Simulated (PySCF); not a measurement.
C$_{2}$H$_{6}$Be, triplet, geometry from GFN2-xTB (such geometries of metal compounds can be far from the true shape) (a higher spin typed on purpose: for a closed-shell molecule this is an excited state); PySCF with CASSCF(10,9)/6-31G.

The PySCF input:
```python
from pyscf import gto, scf, mcscf
import numpy

mol = gto.Mole()
mol.atom = '''
    Be   -0.571699    0.751608   -0.601838
    C     1.126825   -0.007000   -0.746868
    H     1.250554   -1.016259   -0.385369
    H     1.790281    0.656942   -0.210530
    H     1.342548    0.031106   -1.806225
    C    -0.946700   -0.232530    0.937851
    H    -1.273112   -1.213804    0.623894
    H    -1.769389    0.299593    1.396812
    H    -0.134836   -0.326825    1.642871
'''
mol.basis = '6-31g'
mol.charge = 0
mol.spin = 2
mol.verbose = 4
mol.build()

mf = scf.ROHF(mol)
mf.kernel()
mc = mcscf.CASSCF(mf, 9, 10)
mc.fix_spin_(ss=2.0)
mc.kernel()
occ = numpy.linalg.eigvalsh(mc.fcisolver.make_rdm1(mc.ci, mc.ncas, mc.nelecas))[::-1]
ss = mc.fcisolver.spin_square(mc.ci, mc.ncas, mc.nelecas)[0]
print('natural occupations', occ.round(4), ' <S^2>', round(ss, 4))
```

The log (banner, timings and long lists left out):

```
PySCF version 2.14.0

[INPUT] verbose = 4
[INPUT] num. atoms = 9
[INPUT] num. electrons = 22
[INPUT] charge = 0
[INPUT] spin (= nelec alpha-beta = 2S) = 2
[INPUT] symmetry False subgroup None
[INPUT] Mole.unit = angstrom
[INPUT] Symbol           X                Y                Z      unit          X                Y                Z       unit  Magmom
[...]
nuclear repulsion = 52.9513360403068
number of shells = 27
number of NR pGTOs = 90
number of NR cGTOs = 39
basis = 6-31g
ecp = {}

******** <class 'pyscf.scf.rohf.ROHF'> ********
method = ROHF
initial guess = minao
damping factor = 0
level_shift factor = 0
DIIS = <class 'pyscf.scf.diis.CDIIS'>
diis_start_cycle = 1
diis_space = 8
diis_damp = 0
SCF conv_tol = 1e-09
SCF conv_tol_grad = None
SCF max_cycles = 50
direct_scf = True
direct_scf_tol = 1e-13
num. doubly occ = 10  num. singly occ = 2
Set gradient conv threshold to 3.16228e-05
init E= -93.856344337545
[...]
cycle= 1 E= -93.6532310355698  delta_E= 0.203  |g|= 0.203  |ddm|= 1.76
[...]
cycle= 2 E= -93.6884739147736  delta_E= -0.0352  |g|= 0.0669  |ddm|= 0.598
[...]
cycle= 3 E= -93.6932113115899  delta_E= -0.00474  |g|= 0.0241  |ddm|= 0.236
[...]
cycle= 4 E= -93.693936375453  delta_E= -0.000725  |g|= 0.00707  |ddm|= 0.0594
[...]
cycle= 5 E= -93.6940617700072  delta_E= -0.000125  |g|= 0.00175  |ddm|= 0.0307
[...]
cycle= 6 E= -93.6940671315706  delta_E= -5.36e-06  |g|= 0.000597  |ddm|= 0.00579
[...]
cycle= 7 E= -93.6940683814103  delta_E= -1.25e-06  |g|= 0.000774  |ddm|= 0.00162
[...]
cycle= 8 E= -93.6940691946966  delta_E= -8.13e-07  |g|= 0.000683  |ddm|= 0.00117
[...]
cycle= 9 E= -93.6940713699032  delta_E= -2.18e-06  |g|= 0.000665  |ddm|= 0.00317
[...]
cycle= 10 E= -93.6940865962754  delta_E= -1.52e-05  |g|= 0.000445  |ddm|= 0.0272
[...]
cycle= 11 E= -93.6940951016279  delta_E= -8.51e-06  |g|= 0.000275  |ddm|= 0.0292
[...]
cycle= 12 E= -93.6940946729702  delta_E= 4.29e-07  |g|= 0.000206  |ddm|= 0.00304
[...]
cycle= 13 E= -93.6940957961597  delta_E= -1.12e-06  |g|= 0.000173  |ddm|= 0.0154
[...]
cycle= 14 E= -93.6940958401261  delta_E= -4.4e-08  |g|= 1.39e-05  |ddm|= 0.00187
[...]
cycle= 15 E= -93.6940958389561  delta_E= 1.17e-09  |g|= 7.02e-06  |ddm|= 0.000546
[...]
cycle= 16 E= -93.6940958401556  delta_E= -1.2e-09  |g|= 4.71e-06  |ddm|= 0.000618
[...]
cycle= 17 E= -93.6940958403265  delta_E= -1.71e-10  |g|= 1.69e-06  |ddm|= 0.000213
[...]
Extra cycle  E= -93.6940958403291  delta_E= -2.64e-12  |g|= 1.16e-06  |ddm|= 2.33e-06
converged SCF energy = -93.6940958403291

******** <class 'pyscf.mcscf.mc1step.CASSCF'> ********
CAS (6e+4e, 9o), ncore = 6, nvir = 24
max_cycle_macro = 50
max_cycle_micro = 4
conv_tol = 1e-07
conv_tol_grad = None
orbital rotation max_stepsize = 0.02
orbital rotation threshold for CI restart = 0.01
augmented hessian ah_max_cycle = 30
augmented hessian ah_conv_tol = 1e-12
augmented hessian ah_linear dependence = 1e-14
augmented hessian ah_level shift = 1e-08
augmented hessian ah_start_tol = 2.5
augmented hessian ah_start_cycle = 3
augmented hessian ah_grad_trust_region = 3
kf_trust_region = 3
kf_interval = 4
ci_response_space = 4
ci_grad_trust_region = 3
with_dep4 0
natorb = False
canonicalization = True
sorting_mo_energy = False
ao2mo_level = 2
internal_rotation = False
******** <class 'pyscf.fci.addons.SpinPenaltyFCISolver'> ********
max. cycles = 50
conv_tol = 1e-08
davidson only = True
linear dependence = 1e-12
level shift = 0.001
max iter space = 12
nroots = 1
pspace_size = 400
spin = None
CASCI E = -93.7014833386162  S^2 = 2.0000000
Set conv_tol_grad to 0.000316228
macro iter   1 ( 21 JK    4 micro), CASSCF E = -93.7143570566089  dE = -1.28737180e-02  S^2 = 2.0000000
               |grad[o]|=0.0138  |grad[c]|=0.0229  |ddm|=0.0296  |maxRot[o]|=0.307
macro iter   2 ( 21 JK    4 micro), CASSCF E = -93.7257741290861  dE = -1.14170725e-02  S^2 = 2.0000000
               |grad[o]|=0.0191  |grad[c]|=0.0206  |ddm|=0.0205  |maxRot[o]|=0.274
[...]
               |grad[o]|=0.00116  |grad[c]|=0.00269  |ddm|=0.00132  |maxRot[o]|=0.0201
macro iter  33 (  7 JK    2 micro), CASSCF E = -93.7445314692501  dE = -7.27387942e-05  S^2 = 2.0000000
               |grad[o]|=0.00125  |grad[c]|=0.00132  |ddm|=0.00164  |maxRot[o]|=0.0383
macro iter  34 (  6 JK    2 micro), CASSCF E = -93.7446532137503  dE = -1.21744500e-04  S^2 = 2.0000000
               |grad[o]|=0.00142  |grad[c]|=0.00235  |ddm|=0.00267  |maxRot[o]|=0.037
macro iter  35 ( 16 JK    4 micro), CASSCF E = -93.7451922770459  dE = -5.39063296e-04  S^2 = 2.0000000
               |grad[o]|=0.00181  |grad[c]|=0.00656  |ddm|=0.0106  |maxRot[o]|=0.106
macro iter  36 ( 21 JK    4 micro), CASSCF E = -93.7482826282950  dE = -3.09035125e-03  S^2 = 2.0000000
               |grad[o]|=0.00346  |grad[c]|=0.0122  |ddm|=0.0229  |maxRot[o]|=0.215
macro iter  37 ( 21 JK    4 micro), CASSCF E = -93.7520093620088  dE = -3.72673371e-03  S^2 = 2.0000000
               |grad[o]|=0.00774  |grad[c]|=0.00491  |ddm|=0.0152  |maxRot[o]|=0.149
macro iter  38 ( 17 JK    4 micro), CASSCF E = -93.7533352696184  dE = -1.32590761e-03  S^2 = 2.0000000
               |grad[o]|=0.00822  |grad[c]|=0.0161  |ddm|=0.011  |maxRot[o]|=0.0797
macro iter  39 ( 21 JK    4 micro), CASSCF E = -93.7535893017018  dE = -2.54032083e-04  S^2 = 2.0000000
               |grad[o]|=0.00556  |grad[c]|=0.00704  |ddm|=0.00445  |maxRot[o]|=0.0826
macro iter  40 ( 17 JK    4 micro), CASSCF E = -93.7535995870409  dE = -1.02853392e-05  S^2 = 2.0000000
               |grad[o]|=0.00488  |grad[c]|=0.0102  |ddm|=0.00504  |maxRot[o]|=0.0806
macro iter  41 ( 21 JK    4 micro), CASSCF E = -93.7535666610711  dE =  3.29259698e-05  S^2 = 2.0000000
               |grad[o]|=0.0041  |grad[c]|=0.00244  |ddm|=0.00162  |maxRot[o]|=0.0913
macro iter  42 ( 21 JK    4 micro), CASSCF E = -93.7536878778892  dE = -1.21216818e-04  S^2 = 2.0000000
               |grad[o]|=0.00366  |grad[c]|=0.00537  |ddm|=0.000993  |maxRot[o]|=0.0955
macro iter  43 ( 21 JK    4 micro), CASSCF E = -93.7537460062645  dE = -5.81283754e-05  S^2 = 2.0000000
               |grad[o]|=0.00335  |grad[c]|=0.00338  |ddm|=0.0013  |maxRot[o]|=0.0404
macro iter  44 ( 21 JK    4 micro), CASSCF E = -93.7537197921848  dE =  2.62140797e-05  S^2 = 2.0000000
               |grad[o]|=0.0031  |grad[c]|=0.00223  |ddm|=0.00127  |maxRot[o]|=0.0877
macro iter  45 ( 21 JK    4 micro), CASSCF E = -93.7538218643039  dE = -1.02072119e-04  S^2 = 2.0000000
               |grad[o]|=0.00268  |grad[c]|=0.00296  |ddm|=0.000565  |maxRot[o]|=0.0706
macro iter  46 ( 21 JK    4 micro), CASSCF E = -93.7538191366806  dE =  2.72762331e-06  S^2 = 2.0000000
               |grad[o]|=0.00244  |grad[c]|=0.00207  |ddm|=0.000865  |maxRot[o]|=0.0453
macro iter  47 ( 24 JK    4 micro), CASSCF E = -93.7538663081866  dE = -4.71715060e-05  S^2 = 2.0000000
               |grad[o]|=0.002  |grad[c]|=0.00183  |ddm|=0.000346  |maxRot[o]|=0.0321
macro iter  48 ( 21 JK    4 micro), CASSCF E = -93.7539312201621  dE = -6.49119755e-05  S^2 = 2.0000000
               |grad[o]|=0.00184  |grad[c]|=0.000642  |ddm|=0.000584  |maxRot[o]|=0.0372
macro iter  49 ( 21 JK    4 micro), CASSCF E = -93.7539308181994  dE =  4.01962680e-07  S^2 = 2.0000000
               |grad[o]|=0.00168  |grad[c]|=0.00359  |ddm|=0.000551  |maxRot[o]|=0.00601
macro iter  50 ( 21 JK    4 micro), CASSCF E = -93.7539878013007  dE = -5.69831013e-05  S^2 = 2.0000000
               |grad[o]|=0.00149  |grad[c]|=0.000689  |ddm|=0.000228  |maxRot[o]|=0.0366
1-step CASSCF not converged,  50 macro (775 JK 165 micro) steps
CASSCF canonicalization
Density matrix diagonal elements [1.99308881 1.98433673 1.9810934  1.97633315 1.00258391 0.99976131
 0.0207871  0.02074605 0.02126953]
CASSCF energy = -93.7539878013007
CASCI E = -93.7539878013007  E(CI) = -20.5838320270846  S^2 = 2.0000000
natural occupations [1.9994 1.9822 1.9781 1.9776 1.0015 0.9995 0.0216 0.0206 0.0195]  <S^2> 2.0
```

The run did not converge; its last values are not results.
